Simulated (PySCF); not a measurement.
TiF4, SMILES [F][Ti]([F])([F])[F], multiplicity 1.

Geometry: B3LYP-D3(BJ)/def2-SVP. The spin state was assumed, not searched. The isomer is the one that the SMILES or the coordinates give; other isomers of the formula were not compared.

These are PySCF 2.14.0 with TDDFT-PBE/def2-SVPD values and carry that method's errors.

Vertical excitations; the highest root listed may be one member of a degenerate set. Isolated molecule, no solvent. State labels are in the subgroup D2.

```
state  symmetry  energy (eV)  λ (nm)      f                                                  main pairs
-----  --------  -----------  ------  -----  ----------------------------------------------------------
S1           B3         6.43     193  0.000                                  HOMO→LUMO (degenerate set)
S2           B2         6.43     193  0.000                 HOMO−1→LUMO+1, HOMO−1→LUMO (degenerate set)
S3           B1         6.43     193  0.000                 HOMO−2→LUMO+1, HOMO−2→LUMO (degenerate set)
S4           B2         6.63     187  0.009  HOMO−1→LUMO, HOMO−1→LUMO+1, HOMO−4→LUMO+1 (degenerate set)
S5           B1         6.63     187  0.009  HOMO−2→LUMO, HOMO−2→LUMO+1, HOMO−5→LUMO+1 (degenerate set)
S6           B3         6.63     187  0.009                   HOMO→LUMO+1, HOMO−3→LUMO (degenerate set)
S7           B2         6.85     181  0.000                 HOMO−4→LUMO, HOMO−4→LUMO+1 (degenerate set)
S8           B3         6.85     181  0.000                              HOMO−3→LUMO+1 (degenerate set)
S9           B1         6.85     181  0.000                 HOMO−5→LUMO, HOMO−5→LUMO+1 (degenerate set)
S10          B3         7.10     175  0.011                                            HOMO−3→LUMO 73 %
T1           B2         6.19     200      0                 HOMO−1→LUMO, HOMO−1→LUMO+1 (degenerate set)
T2           B1         6.19     200      0                 HOMO−2→LUMO, HOMO−2→LUMO+1 (degenerate set)
T3           B3         6.19     200      0                                HOMO→LUMO+1 (degenerate set)
T4           B3         6.31     197      0                                              HOMO→LUMO 98 %
```
Triplets are in the Tamm–Dancoff approximation, which puts them higher than full response would, so one can lie above its singlet here.
